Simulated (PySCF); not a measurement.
CCl₃F, SMILES FC(Cl)(Cl)Cl. Heavy atoms are numbered as in [F:1][C:2]([Cl:3])([Cl:4])[Cl:5].

The structure is a stationary point at B3LYP-D3(BJ)/def2-TZVP.

Calculation: PBE/pcSseg-2 run with PySCF.

GIAO shieldings, no solvent; atoms alike by connectivity are averaged. δ = σ(ref) − σ: ¹³C against TMS (σ = 181.4 ppm); ³⁵Cl against HCl (σ = 936.5 ppm), references at their B3LYP-D3(BJ)/def2-TZVP geometries, non-relativistic (without spin–orbit terms, shifts of atoms bonded to Cl or Br come out too high).

Computed chemical shifts:
```csv
nucleus,atoms,count,δ (ppm)
¹³C,C2,1,161.6
³⁵Cl,Cl3,3,598.7
```
